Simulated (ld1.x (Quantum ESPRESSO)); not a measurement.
## What one change does to a pseudopotential (chlorine, ultrasoft)

```json
{
 "Element": "Cl (Z = 17)",
 "Generator": "ld1.x (Quantum ESPRESSO) 7.5",
 "Type": "ultrasoft",
 "Functional": "PW91",
 "Relativity": "scalar-relativistic",
 "Frozen core": "[Ne]",
 "Valence charge": "7",
 "Reference configuration": "3s2 3p4.5 (charge +0.5)",
 "Partial waves": "3s (bound): rcut 1.30, rcutus 1.45 bohr; 3s channel at -1.3 Ry: rcut 1.30, rcutus 1.45 bohr; 3p (bound): rcut 1.30, rcutus 1.45 bohr; 3p channel at -0.55 Ry: rcut 1.30, rcutus 1.45 bohr",
 "Local potential": "all-electron potential smoothed inside 1.20 bohr (lloc = -1)",
 "Core correction": "Bessel-smoothed model core inside 0.85 bohr",
 "Augmentation charge": "built from norm-conserving waves at rcut, not smoothed further"
}
```

Change: all radii but the core radius scaled by about 1.13 (s 1.64, p 1.64 bohr, rcut 1.48/1.48); local potential all-electron potential smoothed inside 1.36 bohr (lloc = -1).

Cutoffs: the cutoffs (Ry, on a coarse ladder) from which the occupation-weighted sum of valence levels, in a spherical-Bessel basis at the reference potential, stays within 10 and 1 mRy of its value at 400 Ry; they do not see the model core or the augmentation charge, which bear on the density cutoff. Errors are all-electron minus pseudo energies relative to the spin-unpolarised reference configuration.

What does the change do?

The potential gets softer (25 Ry and 40 Ry → 25 Ry and 30 Ry); of the 7 tests that both files solve, the error grows in 4 and shrinks in 0 by more than 15 % and 0.3 meV (median size 1.4 → 1.9 meV); neither file shows a bound ghost. A larger radius leaves more room for a smooth pseudo-wave, so fewer plane waves are needed. More of the atom is replaced by a form fitted at one configuration, so other configurations suffer.

| quantity | base | changed |
| --- | --- | --- |
| cutoff, loose | 25 Ry | 25 Ry |
| cutoff, tight | 40 Ry | 30 Ry |
| bound ghosts | none | none |
| error for 3s2 3p5, meV [ΔE -5.61 eV] | +0.8 | +0.9 |
| error for 3s2 3p4, meV [ΔE 8.32 eV] | -0.1 | 0.0 |
| error for 3s2 3p3, meV [ΔE 33.83 eV] | +7.1 | +9.0 |
| error for 3s2 3p5.3, meV [ΔE -7.76 eV] | +1.4 | +1.4 |
| error for 3s1 3p6, meV [ΔE 6.54 eV] | +0.2 | -1.9 |
| error for 3s2 3p2, meV [ΔE 72.22 eV] | +39 | +48 |
| error for 3s2 3p1, meV [ΔE 124.56 eV] | +123 | +149 |
| lowest overlap eigenvalue by channel | s 0.37, p 0.69 | s 0.39, p 0.81 |
